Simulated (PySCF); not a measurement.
B(3+) (boron, charge +3) across methods

1s2, closed-shell 1S. All numbers are calculated (PySCF 2.14, the spin-free X2C one-electron Hamiltonian (Gaussian nucleus), in aug-cc-pVTZ-DK).

```json
{"method": "LDA", "E (hartree)": "-21.7484", "mean ε 1s (eV)": "-229.11", "Σ⟨r²⟩ (bohr²)": "0.2916", "⟨S²⟩": "0.000"}
{"method": "UHF", "E (hartree)": "-21.99186", "mean ε 1s (eV)": "-259.71", "Σ⟨r²⟩ (bohr²)": "0.2836", "⟨S²⟩": "0.000"}
{"method": "r2SCAN0", "E (hartree)": "-22.0375", "mean ε 1s (eV)": "-240.88", "Σ⟨r²⟩ (bohr²)": "0.2849", "⟨S²⟩": "0.000"}
{"method": "PBE", "E (hartree)": "-21.9871", "mean ε 1s (eV)": "-231.39", "Σ⟨r²⟩ (bohr²)": "0.2880", "⟨S²⟩": "0.000"}
{"method": "M06-2X", "E (hartree)": "-22.0394", "mean ε 1s (eV)": "-245.54", "Σ⟨r²⟩ (bohr²)": "0.2862", "⟨S²⟩": "0.000"}
{"method": "B97-3", "E (hartree)": "-22.0450", "mean ε 1s (eV)": "-239.51", "Σ⟨r²⟩ (bohr²)": "0.2856", "⟨S²⟩": "0.000"}
{"method": "PBEsol", "E (hartree)": "-21.8753", "mean ε 1s (eV)": "-230.14", "Σ⟨r²⟩ (bohr²)": "0.2893", "⟨S²⟩": "0.000"}
{"method": "r2SCAN", "E (hartree)": "-22.0387", "mean ε 1s (eV)": "-234.41", "Σ⟨r²⟩ (bohr²)": "0.2854", "⟨S²⟩": "0.000"}
{"method": "PBE0", "E (hartree)": "-21.9998", "mean ε 1s (eV)": "-238.67", "Σ⟨r²⟩ (bohr²)": "0.2867", "⟨S²⟩": "0.000"}
```
